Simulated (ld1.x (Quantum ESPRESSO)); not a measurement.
**revPBE TM dataset for praseodymium, scalar-relativistic all-electron reference.**

ld1.x (Quantum ESPRESSO) 7.5 was run on this input:

```
&input
   title='Pr', zed=59., rel=1, dft='REVPBE', iswitch=3,
   config='[Xe] 4f2 5d1 6s1 6p0',
   nld=3, rlderiv=3.85, eminld=-3.0, emaxld=5.0, deld=0.02
 /
 &inputp
   pseudotype=2, tm=.true., lloc=0,
   nlcc=.true., new_core_ps=.true., rcore=1.30,
   file_pseudopw='Pr.UPF', file_wfcaegen='ae.wfc', file_wfcncgen='nc.wfc', file_beta='beta', file_chi='chi'
 /
3
6P  2  1   0.00   0.00  3.55  3.55  0.0
5D  3  2   1.00   0.00  2.45  2.45  0.0
6S  1  0   1.00   0.00  3.40  3.40  0.0
 &test
   configts(1)='5d1 6s1 6p0'
 /
```

Command:

```bash
ld1.x < Pr.in > Pr.out
```

The program printed (shortened: banner, matrices, multipoles, cross overlaps and the repeated all-electron block are left out):

```
Program LD1 v.7.5
     --------------------------- All-electron run ----------------------------

     Pr
     scalar relativistic calculation

     atomic number is 59.00
     dft =REVPBE   lsd =0 sic =0 latt =0  beta=0.20 tr2=1.0E-14
     Exchange-correlation= REVPBE
                           (   1   4   4   4   0   0   0)
     mesh =1255 r(mesh) =  99.23220 a.u. xmin = -7.00 dx = 0.01250
     1 Ry =  13.60569312 eV, c = 137.03599908

     n l     nl                  e(Ry)          e(Ha)          e(eV)
     1 0     1S 1( 2.00)     -3074.5078     -1537.2539    -41830.8094
     2 0     2S 1( 2.00)      -495.3858      -247.6929     -6740.0670
     2 1     2P 1( 6.00)      -443.2941      -221.6470     -6031.3234
     3 0     3S 1( 2.00)      -107.6622       -53.8311     -1464.8189
     3 1     3P 1( 6.00)       -91.1682       -45.5841     -1240.4062
     4 0     4S 1( 2.00)       -22.1519       -11.0759      -301.3915
     4 1     4P 1( 6.00)       -16.7527        -8.3763      -227.9317
     3 2     3D 1(10.00)       -68.0304       -34.0152      -925.6010
     5 0     5S 1( 2.00)        -3.5366        -1.7683       -48.1173
     5 1     5P 1( 6.00)        -2.1992        -1.0996       -29.9219
     4 2     4D 1(10.00)        -9.0290        -4.5145      -122.8461
     4 3     4F 1( 2.00)        -0.8925        -0.4462       -12.1427
     5 2     5D 1( 1.00)        -0.6258        -0.3129        -8.5150
     6 0     6S 1( 1.00)        -0.6261        -0.3130        -8.5184
     6 1     6P 1( 0.00)        -0.4002        -0.2001        -5.4445

     final scf error:  7.9E-15 reached in  28 iterations

     Etot =  -18474.681177 Ry,   -9237.340589 Ha, -251360.842646 eV

     Ekin =   19623.027341 Ry,    9811.513671 Ha,  266984.888147 eV
     Encl =  -44772.023820 Ry,  -22386.011910 Ha, -609154.416589 eV
     Eh   =    7105.463041 Ry,    3552.731521 Ha,   96674.749634 eV
     Exc  =    -431.147740 Ry,    -215.573870 Ha,   -5866.063839 eV

     normalization and overlap integrals

     s(1S/1S) =  1.000000  <r> =   0.0241  <r2> =    0.0008  r(max) =   0.0153
     s(2S/2S) =  1.000000  <r> =   0.1031  <r2> =    0.0125  r(max) =   0.0872
     s(2P/2P) =  1.000000  <r> =   0.0906  <r2> =    0.0100  r(max) =   0.0705
     s(3S/3S) =  1.000000  <r> =   0.2723  <r2> =    0.0847  r(max) =   0.2491
     s(3P/3P) =  1.000000  <r> =   0.2704  <r2> =    0.0848  r(max) =   0.2429
     s(4S/4S) =  1.000000  <r> =   0.6213  <r2> =    0.4354  r(max) =   0.5755
     s(4P/4P) =  1.000000  <r> =   0.6576  <r2> =    0.4915  r(max) =   0.6050
     s(3D/3D) =  1.000000  <r> =   0.2475  <r2> =    0.0722  r(max) =   0.2014
     s(5S/5S) =  1.000000  <r> =   1.4816  <r2> =    2.4650  r(max) =   1.3464
     s(5P/5P) =  1.000000  <r> =   1.7154  <r2> =    3.3312  r(max) =   1.5068
     s(4D/4D) =  1.000000  <r> =   0.7228  <r2> =    0.6057  r(max) =   0.6360
     s(4F/4F) =  1.000000  <r> =   1.0423  <r2> =    1.4291  r(max) =   0.6770
     s(5D/5D) =  1.000000  <r> =   2.6702  <r2> =    8.4160  r(max) =   2.0854
     s(6S/6S) =  1.000000  <r> =   3.9415  <r2> =   17.4441  r(max) =   3.4815
     s(6P/6P) =  1.000000  <r> =   4.9941  <r2> =   28.0436  r(max) =   4.3600

     ------------------------ End of All-electron run ------------------------

     --------------------- Generating NC pseudopotential ---------------------

      Generating local pot.: lloc=0, matching radius rcloc =   3.4000

      Computing core charge for nlcc:

       r > 1.31 : true rho core
      Core charge pseudized with two Bessel functions
      Integrated core pseudo-charge :  17.32

      Wfc   6P  rcut= 3.570  Using Troullier-Martins method

      Wfc   5D  rcut= 2.453  Using Troullier-Martins method

     ------------------- End of pseudopotential generation -------------------

     Computing logarithmic derivative in   3.87185
     Computing logarithmic derivative in   3.87185
     Computing the partial wave expansion
       no projector for channel:   0
     R is outside the sphere for l=    1 j= 0.00
     R is outside the sphere for l=    2 j= 0.00

     ---------------------- Testing the pseudopotential ----------------------

     Pr
     scalar relativistic calculation

     atomic number is 59.00   valence charge is  3.00
     dft =REVPBE   lsd =0 sic =0 latt =0  beta=0.20 tr2=1.0E-14
     mesh =1255 r(mesh) =  99.23220 xmin = -7.00 dx = 0.01250

     n l     nl             e AE (Ry)        e PS (Ry)    De AE-PS (Ry)
     3 2     5D   1( 1.00)       -0.62584       -0.62584       -0.00000
     1 0     6S   1( 1.00)       -0.62609       -0.62609        0.00000
     2 1     6P   1( 0.00)       -0.40017       -0.40017       -0.00000

     eps = 7.4E-15  iter =  8

     Etot =  -18474.681177 Ry,   -9237.340589 Ha, -251360.842646 eV
     Etotps =   -27.639066 Ry,     -13.819533 Ha,    -376.048654 eV

     Ekin =       1.931739 Ry,       0.965870 Ha,      26.282648 eV
     Encl =      -2.310589 Ry,      -1.155294 Ha,     -31.437162 eV
     Ehrt =       1.085410 Ry,       0.542705 Ha,      14.767750 eV
     Ecxc =     -26.483081 Ry,     -13.241540 Ha,    -360.320670 eV
     (Ecc =     -25.376518 Ry,     -12.688259 Ha,    -345.265121 eV)
     Epseu=      -1.862545 Ry,      -0.931273 Ha,     -25.341220 eV

     ---------------------- End of pseudopotential test ----------------------
```

Generation and configuration tests took about 4.8 s on one core of a shared server CPU.

Transferability test of the new file with ld1.x, input:

```
&input
   title='Pr', zed=59., rel=1, dft='REVPBE', iswitch=2,
   config='[Xe] 4f2 5d1 6s1 6p0'
 /
 &test
   file_pseudo='Pr.UPF', nconf=8,
   configts(1)='5d1 6s1 6p0',
   configts(2)='5d1 6s2 6p0',
   configts(3)='5d1 6s0 6p0',
   configts(4)='5d1 6s1.5 6p0',
   configts(5)='5d1 6s0 6p1',
   configts(6)='5d1 6s0 6p2',
   configts(7)='5d2 6s0 6p0',
   configts(8)='5d1.5 6s1.5 6p0'
 /
```

```bash
ld1.x < Pr.test.in > Pr.test.out
```

Pseudopotential blocks of its output, shortened (energy terms left out):

```
     ---------------------- Testing the pseudopotential ----------------------

     n l     nl             e AE (Ry)        e PS (Ry)    De AE-PS (Ry)
     3 2     5D   1( 1.00)       -0.62584       -0.62584       -0.00000
     1 0     6S   1( 1.00)       -0.62609       -0.62609        0.00000
     2 1     6P   1( 0.00)       -0.40017       -0.40017       -0.00000

     eps = 7.4E-15  iter =  8

     Etot =  -18474.681177 Ry,   -9237.340589 Ha, -251360.842646 eV
     Etotps =   -27.639066 Ry,     -13.819533 Ha,    -376.048654 eV

     ---------------------- End of pseudopotential test ----------------------

          ---------------------- Testing the pseudopotential ----------------------

     n l     nl             e AE (Ry)        e PS (Ry)    De AE-PS (Ry)
     3 2     5D   1( 1.00)       -0.21786       -0.21780       -0.00005
     1 0     6S   1( 2.00)       -0.27661       -0.27615       -0.00046
     2 1     6P   1( 0.00)       -0.09782       -0.09816        0.00034

     eps = 1.1E-15  iter = 12

     Etot =  -18475.129249 Ry,   -9237.564625 Ha, -251366.938970 eV
     Etotps =   -28.086831 Ry,     -14.043416 Ha,    -382.140805 eV
     dEtot_ae =      -0.448072 Ry
     dEtot_ps =      -0.447765 Ry,   Delta E=      -0.000307 Ry

     ---------------------- End of pseudopotential test ----------------------

          ---------------------- Testing the pseudopotential ----------------------

     n l     nl             e AE (Ry)        e PS (Ry)    De AE-PS (Ry)
     3 2     5D   1( 1.00)       -1.09433       -1.10056        0.00623  !
     1 0     6S   1( 0.00)       -1.02125       -1.02555        0.00430
     2 1     6P   1( 0.00)       -0.75031       -0.75326        0.00294

     eps = 4.5E-17  iter =  7

     Etot =  -18473.863235 Ry,   -9236.931618 Ha, -251349.713973 eV
     Etotps =   -26.819130 Ry,     -13.409565 Ha,    -364.892856 eV
     dEtot_ae =       0.817942 Ry
     dEtot_ps =       0.819936 Ry,   Delta E=      -0.001994 Ry

     ---------------------- End of pseudopotential test ----------------------

          ---------------------- Testing the pseudopotential ----------------------

     n l     nl             e AE (Ry)        e PS (Ry)    De AE-PS (Ry)
     3 2     5D   1( 1.00)       -0.41381       -0.41335       -0.00046
     1 0     6S   1( 1.50)       -0.44661       -0.44611       -0.00050
     2 1     6P   1( 0.00)       -0.24361       -0.24365        0.00003

     eps = 4.7E-15  iter = 10

     Etot =  -18474.948930 Ry,   -9237.474465 Ha, -251364.485603 eV
     Etotps =   -27.906724 Ry,     -13.953362 Ha,    -379.690328 eV
     dEtot_ae =      -0.267752 Ry
     dEtot_ps =      -0.267658 Ry,   Delta E=      -0.000094 Ry

     ---------------------- End of pseudopotential test ----------------------

          ---------------------- Testing the pseudopotential ----------------------

     n l     nl             e AE (Ry)        e PS (Ry)    De AE-PS (Ry)
     3 2     5D   1( 1.00)       -0.68881       -0.69304        0.00423
     1 0     6S   1( 0.00)       -0.67006       -0.67161        0.00155
     2 1     6P   1( 1.00)       -0.44238       -0.44234       -0.00004

     eps = 2.8E-16  iter =  9

     Etot =  -18474.453813 Ry,   -9237.226907 Ha, -251357.749196 eV
     Etotps =   -27.410930 Ry,     -13.705465 Ha,    -372.944708 eV
     dEtot_ae =       0.227364 Ry
     dEtot_ps =       0.228136 Ry,   Delta E=      -0.000771 Ry

     ---------------------- End of pseudopotential test ----------------------

          ---------------------- Testing the pseudopotential ----------------------

     n l     nl             e AE (Ry)        e PS (Ry)    De AE-PS (Ry)
     3 2     5D   1( 1.00)       -0.34534       -0.35105        0.00571  !
     1 0     6S   1( 0.00)       -0.36107       -0.36246        0.00139
     2 1     6P   1( 2.00)       -0.16963       -0.16961       -0.00002

     eps = 7.0E-15  iter = 11

     Etot =  -18474.757306 Ry,   -9237.378653 Ha, -251361.878421 eV
     Etotps =   -27.714419 Ry,     -13.857210 Ha,    -377.073883 eV
     dEtot_ae =      -0.076128 Ry
     dEtot_ps =      -0.075353 Ry,   Delta E=      -0.000775 Ry

     ---------------------- End of pseudopotential test ----------------------

          ---------------------- Testing the pseudopotential ----------------------

     n l     nl             e AE (Ry)        e PS (Ry)    De AE-PS (Ry)
     3 2     5D   1( 2.00)       -0.52403       -0.51115       -0.01288  !
     1 0     6S   1( 0.00)       -0.55989       -0.56056        0.00066
     2 1     6P   1( 0.00)       -0.35358       -0.35589        0.00231

     eps = 6.2E-16  iter =  7

     Etot =  -18474.663310 Ry,   -9237.331655 Ha, -251360.599543 eV
     Etotps =   -27.613629 Ry,     -13.806814 Ha,    -375.702557 eV
     dEtot_ae =       0.017868 Ry
     dEtot_ps =       0.025438 Ry,   Delta E=      -0.007570 Ry

     ---------------------- End of pseudopotential test ----------------------

          ---------------------- Testing the pseudopotential ----------------------

     n l     nl             e AE (Ry)        e PS (Ry)    De AE-PS (Ry)
     3 2     5D   1( 1.50)       -0.18082       -0.17578       -0.00504  !
     1 0     6S   1( 1.50)       -0.25482       -0.25536        0.00054
     2 1     6P   1( 0.00)       -0.08623       -0.08794        0.00171

     eps = 8.4E-15  iter = 11

     Etot =  -18475.096034 Ry,   -9237.548017 Ha, -251366.487054 eV
     Etotps =   -28.052171 Ry,     -14.026086 Ha,    -381.669233 eV
     dEtot_ae =      -0.414856 Ry
     dEtot_ps =      -0.413105 Ry,   Delta E=      -0.001751 Ry

     ---------------------- End of pseudopotential test ----------------------
```
